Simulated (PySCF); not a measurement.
Species: tetrakis(dimethylamino)ethene radical cation, C₁₀H₂₄N₄ (charge +1 and doublet state).
Cartesian coordinates in Å at the PBE0-D3(BJ)/def2-SVP level; atoms count from 1:
```
atom  x, y, z in Å
C1    -2.1879    1.4067   -1.5938
N2    -0.9672    1.3255   -0.8212
C3    -0.0590    2.4424   -0.9491
C4    -0.6719    0.2363   -0.0560
C5     0.6695   -0.2324    0.0564
N6     1.5145   -0.1856   -1.0125
C7     1.0488   -0.3824   -2.3665
C8     2.9212    0.1176   -0.8610
N9     1.1347   -0.7358    1.2351
C10    0.7048   -0.2162    2.5132
C11    2.0529   -1.8532    1.2784
N12   -1.6877   -0.3976    0.5957
C13   -1.6933   -1.8290    0.7952
C14   -2.7918    0.3312    1.1821
H15   -2.6966    0.4353   -1.5954
H16   -1.9464    1.6742   -2.6359
H17   -2.8814    2.1698   -1.2025
H18   -0.6020    3.3849   -0.7708
H19    0.7452    2.3676   -0.2072
H20    0.3864    2.4994   -1.9570
H21    1.0787    0.5513   -2.9537
H22    1.6915   -1.1183   -2.8768
H23    0.0230   -0.7704   -2.3649
H24    3.1236    0.4631    0.1598
H25    3.5631   -0.7537   -1.0742
H26    3.2015    0.9215   -1.5615
H27    0.1507    0.7205    2.3776
H28    0.0686   -0.9341    3.0585
H29    1.5844   -0.0049    3.1431
H30    3.0570   -1.5577    1.6263
H31    2.1432   -2.3044    0.2831
H32    1.6680   -2.6184    1.9726
H33   -0.9327   -2.3053    0.1646
H34   -1.5090   -2.1021    1.8483
H35   -2.6767   -2.2377    0.5117
H36   -2.5846    1.4078    1.1625
H37   -3.7432    0.1436    0.6567
H38   -2.9206    0.0220    2.2326
```

The hyperfine couplings belong to this conformer and change with its torsions.

As a line formula: `CN(C)C(=C(N(C)C)N(C)C)N(C)C` (tetrakis(dimethylamino)ethene radical cation) [SMILES of the parent framework; charge +1 and doublet state].

Method used: UKS B3LYP, IGLO-III on C N, pcH-1 on H, non-relativistic, mean-field spin-orbit, GIAO (PySCF). One conformer (not necessarily the lowest) at the PBE0-D3(BJ)/def2-SVP geometry, without solvent, vibrations or thermal averaging. The frame is twisted about the C4–C5 bond at this geometry (dihedral N2–C4–C5–N6 = -37°); couplings at other torsion angles weren't computed. The SCF solution wasn't tested for stability. No frequencies were computed at this geometry's level, so the symmetric structure isn't shown to be a minimum.

Question: Give the principal g shifts and their parts.

Answer: 
| Δg (ppm) | 1 | 2 | 3 |
| --- | --- | --- | --- |
| relativistic mass correction | -212 | -212 | -212 |
| gauge correction | 25 | 45 | 52 |
| orbital Zeeman/spin–orbit | 795 | 882 | 1423 |
| total | 608 | 714 | 1262 |

So g = 2.00293, 2.00303, 2.00358 and g_iso = 2.00318; the tensor is rhombic: the two nearest values differ by 16 % of g3 − g1. Axes: g3 points within 1° of the C4–C5 bond.

Question: How much does each term add to the isotropic shift?

Answer: The orbital-Zeeman/spin–orbit term 1033, the mass correction -212 and the gauge correction 41 ppm, for a total of 861 ppm. The orbital-Zeeman/spin–orbit term is the largest in size. The mass correction is the same along every axis, so the anisotropy comes from the other two: their spans along these axes are 28 (gauge) and 627 ppm (orbital Zeeman/spin–orbit).

Question: At 34.051 GHz, how far is the centre of the isotropic spectrum from where a free electron (g = 2.002319) resonates?

Answer: B = hν/(g μB) with μB/h = 13.99624 MHz/mT gives 1215.02 mT for the free electron and 1214.50 mT at g_iso, 0.52 mT lower.

Question: What effective moment and Curie constant follow for a powder?

Answer: With the mean of g² = 4.0127 and S(S+1) = 0.75: μ_eff = √(⟨g²⟩S(S+1)) = 1.735 μB and χT = 0.12505·⟨g²⟩·S(S+1) = 0.376 cm³ K/mol (cgs; spin-Hamiltonian part alone).

Question: In a frozen sample, at which fields do the three g values resonate at 9.5, 34, 94 and 263 GHz (hyperfine left aside), and which band first spreads them over more than twice a line width of 0.5 mT?

Answer: 
| band | GHz | B(g3) mT | B(g2) mT | B(g1) mT | spread mT |
| --- | --- | --- | --- | --- | --- |
| X | 9.5 | 338.77 | 338.86 | 338.88 | 0.11 |
| Q | 34.0 | 1212.44 | 1212.77 | 1212.84 | 0.40 |
| W | 94.0 | 3352.04 | 3352.96 | 3353.14 | 1.10 |
| J | 263.0 | 9378.58 | 9381.15 | 9381.65 | 3.07 |

The spread grows in proportion to the frequency. W band is the first where it exceeds 1.0 mT.

The largest Mulliken spin populations are on C4 (+0.22), C5 (+0.21), N2 (+0.13) and N6 (+0.13).

The HOMO–LUMO gaps are 4.66 eV among the α and 3.89 eV among the β orbitals.
